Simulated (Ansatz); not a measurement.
Harmonic frequencies (cm⁻¹) at PBE0-D4/def2-TZVP from Ansatz: 154, 190, 255, 373, 583, 754, 852, 914, 928, 944, 1023, 1063, 1115, 1214, 1220, 1240, 1313, 1452, 1664, 2444, 3075, 3122, 3134, 3155.

Each molecule was computed in one conformer, which needn't be the lowest.

(1) Which molecule is it?
A. `OC1C[SiH2]1`
B. `C[SiH2][GeH2][OH]`
C. `[SeH]C1CC=N1`
D. `B[NH][Al]([F])[SH]`

## Answers

(1) C.
